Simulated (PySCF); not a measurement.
GaFClBr, SMILES [Ga]([F])([Br])[Cl].

The structure is a stationary point at B3LYP-D3(BJ)/def2-SVP.

Two levels are set side by side: TDA-PBE/def2-SVPD (PySCF) and TDA-ωB97X/def2-SVPD (PySCF). Vertical, same geometry. The lowest singlet is HOMO→LUMO 99 % with PBE and HOMO→LUMO 94 % with the other functional; states are paired by order. Differences are taken from unrounded values.

```tsv
quantity	TDA-ωB97X
lowest singlet excitation (eV)	5.91
lowest triplet excitation (TDA) (eV)	5.44
first bright state (f over 0.05) (eV)	7.83
its oscillator strength	0.13
```

Q: What does TDA-PBE give, and how far is it from TDA-ωB97X? (Estimate from the structure and the level; the computed values follow.)

A: 
```tsv
quantity	TDA-PBE	TDA-PBE minus TDA-ωB97X
lowest singlet excitation (eV)	4.74	-1.17
lowest triplet excitation (TDA) (eV)	4.38	-1.06
first bright state (f over 0.05) (eV)	6.43	-1.40
its oscillator strength	0.13	-0.01
```

A lower first singlet is the usual sign of a functional without exact exchange. Differences between two approximate levels are no errors against the true value.

Rough cost on one machine, each run with all the roots and properties that it gave: TDA-ωB97X against TDA-PBE about 5 times.
